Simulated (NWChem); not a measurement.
SiH cation, singlet

Program: NWChem. Low-valent species are run as closed-shell singlets; no triplet was tried in these runs. Each level has its own optimisation; frequencies are unscaled.

Q: Taking Hartree-Fock/def2-TZVPP as the yardstick, which of these has the fewest basis functions while keeping “zero-point energy (kcal/mol)” within 0.1 kcal/mol of it: Hartree-Fock/def2-SVP; Hartree-Fock/STO-3G; Hartree-Fock/def2-SVPD; Hartree-Fock/def2-TZVPD; Hartree-Fock/def2-TZVP?

A: Hartree-Fock/def2-SVP.
```tsv
level	basis functions	zero-point energy (kcal/mol)
Hartree-Fock/STO-3G	10	3.9
Hartree-Fock/def2-SVP	23	3.3
Hartree-Fock/def2-SVPD	32	3.3
Hartree-Fock/def2-TZVP	43	3.2
Hartree-Fock/def2-TZVPD	52	3.2
Hartree-Fock/def2-TZVPP	56	3.2
```

The yardstick is one finite set, not the basis-set limit.
